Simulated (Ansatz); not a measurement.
Diatomic ZnF, multiplicity 2 (the spin of the measured ground state). No spin–orbit coupling. Zn is treated without relativity.

D_e counts from the fitted minimum to each atom's lowest state at the same level, without counterpoise.

Correlated levels freeze the inner cores; with def2 sets outer-core shells near the valence are correlated too.

Run with Ansatz (a program for electronic structure) with Gaussian orbitals. Values without a source in brackets are computed.

| level | bond energy D_e (kJ/mol) |
|---|---|
| SVWN5/def2-TZVPP | ? |
| r2SCAN/def2-TZVPP | ? |
| B97M-V/def2-TZVPP | 279.2 |
| B3LYP/def2-TZVPP | 276.6 |
| PBE0/def2-TZVPP | 289.9 |
| CAM-B3LYP/def2-TZVPP | 294.1 |
| wB97M-V/def2-TZVPP | 289.6 |
| CCSD(T)/def2-TZVPP | 280.8 |
| CCSD(T)/def2-QZVPP | 298.5 |

Question: Some entries are withheld; supply them.

Answer: 
- SVWN5/def2-TZVPP, bond energy D_e (kJ/mol): 370.2
- r2SCAN/def2-TZVPP, bond energy D_e (kJ/mol): 312.5
